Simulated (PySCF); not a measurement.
cis-Si(NH3)2Cl4.
Structure used (PBE0-D3(BJ)/def2-SVP), in Å, numbered top down from 1:
```xyz
13
Cl4H6N2Si angstrom
Si    -0.5817    0.0037   -0.5944
N     -0.5388   -0.0177    1.4374
H     -1.5314    0.0880    1.6691
H     -0.0378    0.7730    1.8456
H     -0.2229   -0.9155    1.8101
Cl    -0.4173    0.0407   -2.7218
N      1.4494   -0.0066   -0.5105
H      1.7015   -0.1030   -1.4990
H      1.8384   -0.8065   -0.0090
H      1.8239    0.8837   -0.1758
Cl    -2.7125    0.0051   -0.4725
Cl    -0.3692    2.1791   -0.3417
Cl    -0.3709   -2.1760   -0.4153
```

Jobs on this species (13 atoms, 102 electrons) with PySCF (density fitting). Hardware of each: an Arm Neoverse N1 with one thread (shared host). The host was shared with other jobs, so the times are rough. Peak memory is the resident size of the whole Python process, interpreter and libraries included.

Question: Rank these jobs by wall time, shortest first.
A. PBE0-D3(BJ)/def2-SVP, grid level 1; geometry optimisation from a GFN2-xTB start shaken at random; 148 basis functions
B. wB97X-D/def2-SVPD; 10 singlets by full TDDFT, 4 Tamm–Dancoff triplets, polarisability, density and orbital grids written; 220 basis functions
C. PBE0/pcSseg-1; shieldings, charges and field gradients, density and orbital grids written; 184 basis functions

Answer: C (61 s), B (1.7 min), A (3.7 min).

All jobs:

| level and settings | work | basis functions | SCF cycles | wall time | peak memory |
| --- | --- | --- | --- | --- | --- |
| PBE0/pcSseg-1 | shieldings, charges and field gradients, density and orbital grids written | 184 | 14 | 61 s | 1.1 GiB |
| wB97X-D/pcSseg-1 | shieldings | 184 | 13 | 62 s | 1.1 GiB |
| wB97X-D/def2-SVPD | 10 singlets by full TDDFT, 4 Tamm–Dancoff triplets, polarisability, density and orbital grids written | 220 | 13 | 1.7 min | 1.0 GiB |
| delta-SCF UKS SCAN, pcX-2 on the ionised atom, pcseg-1 elsewhere, spin-free X2C | ΔSCF core ionisation, 7 holes | 190 | 97 | 1.9 min | 0.73 GiB |
| PBE0-D3(BJ)/def2-SVP, grid level 1 | geometry optimisation from a GFN2-xTB start shaken at random | 148 | 73 | 3.7 min | 0.60 GiB |

What do all jobs in the table cost together?

About 9.3 min; the longest takes about 40 % of that, and about 3.6 times as long as the shortest.
